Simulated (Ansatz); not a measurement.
Two structures of SiH2Cl3F, singlet, reached by relaxing down either side of one saddle point (PBE0-D4/def2-TZVP). Energies are electronic, without zero-point energy. Program: Ansatz 0.2.0. Basis: def2-TZVPP and def2-QZVPP. Cores are frozen in the correlated methods. Extrapolation: Hartree–Fock as exp(−7.88 √X), correlation as X^−2.97. First:

```xyz
7
angstrom
Si -1.0360 -0.1682 0.3321
F 0.2865 -1.0529 0.3695
Cl -1.4256 0.2823 -1.5969
Cl -0.6911 1.5075 1.4042
H -2.1306 -0.9488 0.9188
H 2.1574 -0.2751 -0.4346
Cl 2.8394 0.6551 -0.9932
```

Second:

Si1  (-0.718, 0.386, -0.384)
F2  (1.534, -1.455, 1.453)
Cl3  (-1.958, 1.103, -1.817)
Cl4  (-0.702, 1.634, 1.208)
H5  (-1.131, -0.962, 0.018)
H6  (1.800, -0.997, 0.693)
Cl7  (1.176, 0.291, -1.170)
(Å)

(1) Which bonds change from the first to the second?

(2) Give the saddle point's structure and its height above each. (To be estimated.)

The T1 diagnostic stays at or below 0.011.

Answers

(1) SiHCl₂F ([F][SiH]([Cl])[Cl]) + HCl → SiHCl₃ ([Cl][SiH]([Cl])[Cl]) + HF; bonds formed: Si1–Cl7, F2–H6; bonds broken: Si1–F2, H6–Cl7.

(2) By the calculation: 44.03 kcal/mol above the first and 33.34 kcal/mol above the second (CCSD(T) at an estimated basis limit (MP2 extrapolated from triple and quadruple zeta, plus CCSD(T) − MP2 in triple zeta)).
```xyz
7
angstrom
Si -0.5161 0.0294 0.0260
F 0.7577 -1.0791 0.7742
Cl -1.4309 0.6349 -1.7166
Cl -0.5047 1.5445 1.3723
H -1.4784 -1.0087 0.4220
H 1.5586 -0.5819 0.1216
Cl 1.6137 0.4610 -0.9996
```

Labels in which every atom is bracketed show which atoms are joined, not bond orders.

For scale, one of the runs: CCSD(T)/def2-TZVPP, 227 basis functions, launched by `ansatz run in.yaml --threads 4 --pin off --events-out ev --progress --plain --max-ram 9574MiB`. The run took 3.6 min on 4 CPU threads of an AMD EPYC (shared host), with 3.4 GiB of host memory at its peak.
